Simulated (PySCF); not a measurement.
Computed shifts of a molecule C3H6BNO, PySCF with PBE/pcSseg-1, GIAO, gas phase, atoms alike by connectivity averaged where their shifts nearly agree, in ppm (number of nuclei): ¹³C: 162.8 (1), 59.4 (1), 1.7 (1). ¹⁵N: 308.8 (1). ¹H: 7.37 (1), 3.79 (2), 1.18 (3). References: ¹³C against TMS (σ = 182.0 ppm); ¹¹B against BF3 (σ = 83.9 ppm); ¹⁵N against NH3 (σ = 267.0 ppm); ¹⁷O against H2O (σ = 334.3 ppm); ¹H against TMS (σ = 31.49 ppm), references at their B3LYP-D3(BJ)/def2-TZVP geometries, non-relativistic. Geometry optimised at ωB97X-D3(BJ)/def2-SVP. One conformer was computed; it need not be the lowest.

Q: Pick the molecule that these values belong to.
(A) C=C1COB1N
(B) CB(C)OC#N
(C) COB1C=NC1
(D) CB1CN=CO1

A: D, CB1CN=CO1
